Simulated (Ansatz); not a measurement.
In11P11H28⁺, a nanocrystal cut from wurtzite InP (hydrogen-capped). Total charge 1; doublet. Geometry PBE-D4/def2-SVP, that of the neutral singlet; atoms count from 1.

Cartesian coordinates in Å:
```
In -1.559 -0.480 4.512
P -3.350 1.328 3.703
In 1.741 -1.997 3.035
P 1.867 -3.791 1.107
P -0.127 -0.453 2.322
In -1.404 -1.496 0.337
In -3.376 2.395 1.317
P -3.172 0.345 -0.241
In 1.951 -3.207 -1.462
P 0.065 -1.558 -1.784
In -1.174 -2.712 -3.779
In -3.192 1.334 -2.628
P -2.983 -0.784 -4.145
P 3.990 -0.746 2.413
In 0.878 1.871 1.897
P -1.025 3.399 1.059
In 4.466 0.408 0.099
P 4.167 -1.760 -1.356
P 2.243 1.564 -0.316
In 1.083 0.689 -2.495
In -0.592 4.586 -1.262
P -0.849 2.387 -2.704
H -2.436 -1.980 4.594
H -0.658 0.310 5.774
H -4.680 0.851 3.937
H -3.395 2.425 4.622
H 1.911 -2.743 4.596
H 0.680 -4.576 1.262
H 2.812 -4.821 1.428
H -2.126 -3.040 0.718
H -4.746 3.430 1.041
H -4.447 -0.304 -0.127
H 2.240 -4.629 -2.419
H -2.076 -4.071 -3.172
H -0.148 -2.644 -5.185
H -4.555 2.336 -3.028
H -4.299 -1.344 -4.225
H -2.922 -0.296 -5.490
H 5.118 -1.543 2.797
H 4.149 0.283 3.395
H 1.896 2.483 3.177
H -1.026 4.467 2.018
H 6.046 1.112 -0.016
H 5.304 -2.617 -1.189
H 4.436 -1.358 -2.703
H 2.670 2.891 -0.654
H 2.223 0.601 -3.815
H -1.973 5.590 -1.597
H 1.094 5.034 -1.304
H -0.741 2.831 -4.064
```

In the def2 sets In takes a core potential; there is no spin–orbit coupling. Single mean-field runs in def2-SVP are fitted with def2-universal-jkfit.

**Question.** Estimate the Mulliken populations of the heavy atoms from the PBE0/def2-SVP orbitals of Ansatz.

**Answer.** 
```csv
atom,charge (e),spin (α − β)
In1,0.33,0.04
P2,-0.22,0.02
In3,0.41,-0.02
P4,-0.24,0.03
P5,-0.50,0.28
In6,0.40,-0.01
In7,0.41,0.01
P8,-0.40,0.03
In9,0.41,-0.02
P10,-0.50,0.28
In11,0.33,0.04
In12,0.41,0.01
P13,-0.22,0.02
P14,-0.24,0.01
In15,0.40,-0.02
P16,-0.39,0.01
In17,0.41,-0.01
P18,-0.24,0.01
P19,-0.37,0.12
In20,0.40,-0.02
In21,0.31,0.00
P22,-0.39,0.01
```
Mulliken values depend strongly on the basis.

**Question.** Where does the spin sit?

**Answer.** Summed by element: In -0.01, P 0.80, H 0.21, of 1 unpaired in all. Largest on single atoms: P10 0.28, P5 0.28, P19 0.12.

**Question.** And the Mayer bond orders between heavy atoms (over 0.3)?

**Answer.** In1–P2 0.62 (2.67 Å); In1–P5 0.56 (2.62 Å); P2–In7 0.68 (2.61 Å); In3–P4 0.66 (2.64 Å); In3–P5 0.86 (2.53 Å); In3–P14 0.66 (2.65 Å); P4–In9 0.66 (2.64 Å); P5–In6 0.69 (2.58 Å); P5–In15 0.74 (2.57 Å); In6–P8 0.74 (2.62 Å); In6–P10 0.69 (2.58 Å); In7–P8 0.72 (2.58 Å); In7–P16 0.78 (2.57 Å); P8–In12 0.72 (2.58 Å); In9–P10 0.86 (2.53 Å); In9–P18 0.66 (2.65 Å); P10–In11 0.56 (2.62 Å); P10–In20 0.74 (2.57 Å); In11–P13 0.62 (2.67 Å); In12–P13 0.68 (2.61 Å); In12–P22 0.78 (2.57 Å); P14–In17 0.67 (2.63 Å); In15–P16 0.81 (2.58 Å); In15–P19 0.65 (2.62 Å); P16–In21 0.61 (2.64 Å); In17–P18 0.67 (2.63 Å); In17–P19 0.83 (2.54 Å); P19–In20 0.65 (2.62 Å); In20–P22 0.81 (2.58 Å); In21–P22 0.61 (2.64 Å).
